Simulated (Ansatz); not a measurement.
C2H7BSSi, relaxed with RKS PBE0-D4/def2-TZVP in the Gaussian-basis code of Ansatz from a PBE-D4/def2-SVP geometry. The force threshold is 0.005 eV/Å; the program also tests the step.

The species carries charge 0 and has multiplicity 1. The bonds changed during the relaxation, so this is another structure than the one it started from.

Start:

```xyz
12

B    -1.761    0.227    0.010
Si   -0.820    1.724   -0.863
S    -0.108   -0.449   -1.008
C     1.215   -0.523    0.199
C     1.473   -1.641    0.895
H    -1.623    0.069    1.206
H    -2.728   -0.216   -0.582
H    -1.012    2.183   -2.282
H     0.352    2.456   -0.265
H     1.831    0.385    0.296
H     0.855   -2.548    0.801
H     2.325   -1.668    1.593
```

Problem. By how much does the energy fall, and how many steps does the optimiser take? (Best estimate.)

Solution. Computed: 0.14 eV, in 25 steps.

Problem. Which bonds change most? (An estimate is asked.)

Solution. The calculation gave: B1–S3 from 2.055 to 1.999 Å; Si2–S3 from 2.291 to 2.248 Å; S3–C4 from 1.791 to 1.767 Å; Si2–H9 from 1.506 to 1.483 Å.

Problem. Give the relaxed structure. (Best estimate.)

Solution. Computed: 
```xyz
12

B    -1.660   -0.090   -0.138
Si   -0.772    1.612   -0.545
S    -0.034   -0.388   -1.261
C     1.336   -0.644   -0.175
C     1.260   -1.138    1.050
H    -1.600   -0.583    0.947
H    -2.586   -0.337   -0.857
H    -1.065    2.446   -1.738
H     0.360    2.196    0.215
H     2.285   -0.388   -0.634
H     0.312   -1.390    1.509
H     2.164   -1.295    1.627
```
